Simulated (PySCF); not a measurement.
CH4AlO (SMILES [CH3][Al][OH]), doublet, geometry from GFN2-xTB (such geometries of metal compounds can be far from the true shape) (the spin is typed, not shown lowest); M062X/def2-SV(P) run with PySCF.

Input for PySCF:
```python
from pyscf import gto, scf, dft

mol = gto.Mole()
mol.atom = '''
    Al    0.481131   -0.048777    0.114651
    C    -0.385849    1.347536   -1.098157
    H    -1.119634    1.958684   -0.566734
    H    -0.897733    0.894329   -1.950760
    H     0.378071    2.021320   -1.493836
    O    -0.206980   -1.291608    0.960098
    H    -0.644475   -1.992582    1.429023
'''
mol.basis = 'def2-sv(p)'
mol.charge = 0
mol.spin = 1
mol.verbose = 3
mol.build()

mf = dft.UKS(mol)
mf.xc = 'm062x'
mf.grids.level = 5
mf.kernel()
mf.analyze()
```

Output, abridged:

```
converged SCF energy = -357.922766746309  <S^2> = 0.75287717  2S+1 = 2.0028751
**** MO energy ****
                             alpha | beta                alpha | beta
MO #1   energy= -56.8547892784698  | -56.8513724763099  occ= 1 | 1
MO #2   energy= -19.6070895347619  | -19.6054254403333  occ= 1 | 1
MO #3   energy= -10.5140304765928  | -10.5114298720001  occ= 1 | 1
MO #4   energy= -4.37449975976651  | -4.37030434551291  occ= 1 | 1
MO #5   energy= -2.87852020017771  | -2.8772606393415   occ= 1 | 1
MO #6   energy= -2.8784817285299   | -2.87427664808047  occ= 1 | 1
MO #7   energy= -2.87479859589592  | -2.87130584729434  occ= 1 | 1
MO #8   energy= -1.06925992570346  | -1.06534907282514  occ= 1 | 1
MO #9   energy= -0.75042663158874  | -0.74320368114135  occ= 1 | 1
MO #10  energy= -0.612001844540388 | -0.605971853852094 occ= 1 | 1
MO #11  energy= -0.449941340239368 | -0.446629018861758 occ= 1 | 1
MO #12  energy= -0.449871037720504 | -0.445837344529131 occ= 1 | 1
MO #13  energy= -0.405765345840936 | -0.398637803749302 occ= 1 | 1
MO #14  energy= -0.399794363075082 | -0.397213087614928 occ= 1 | 1
MO #15  energy= -0.376599566663441 | -0.348811873670624 occ= 1 | 1
MO #16  energy= -0.204706715447966 | -0.0569170144381261 occ= 1 | 0
MO #17  energy= 0.00713441129283066 | 0.00802592277196146 occ= 0 | 0
MO #18  energy= 0.0700552805222525 | 0.0662626170009104 occ= 0 | 0
MO #19  energy= 0.103323520269396  | 0.0910119533045797 occ= 0 | 0
MO #20  energy= 0.15043445329821   | 0.126520880600459  occ= 0 | 0
MO #21  energy= 0.172643885625144  | 0.145945363010962  occ= 0 | 0
MO #22  energy= 0.182704384365404  | 0.180084730886017  occ= 0 | 0
MO #23  energy= 0.18760365865298   | 0.183422564764698  occ= 0 | 0
MO #24  energy= 0.208445430361028  | 0.193929933527443  occ= 0 | 0

To work with the spin densities directly, `use mulliken_meta_spin()` only printing them here.

 ** Mulliken spin pop alpha/beta on meta-lowdin orthogonal AOs **
 ** Mulliken Spin Density (per atom)  **
spin density of  0 Al =      0.78066
spin density of  1 C =      0.16687
spin density of  2 H =      0.00328
spin density of  3 H =      0.00329
spin density of  4 H =     -0.00609
spin density of  5 O =      0.04342
spin density of  6 H =      0.00856
 ** Mulliken pop alpha/beta on meta-lowdin orthogonal AOs **
 ** Mulliken atomic charges   ( Nelec_alpha | Nelec_beta ) **
charge of  0Al =      0.63952  (     6.57057      5.78991 )
charge of  1C =     -0.56070  (     3.36378      3.19692 )
charge of  2H =      0.10020  (     0.45154      0.44826 )
charge of  3H =      0.10020  (     0.45154      0.44826 )
charge of  4H =      0.10422  (     0.44485      0.45093 )
charge of  5O =     -0.71652  (     4.37997      4.33655 )
charge of  6H =      0.33309  (     0.33774      0.32917 )
Dipole moment(X, Y, Z, Debye): -0.87584, -0.81090,  0.48317
```
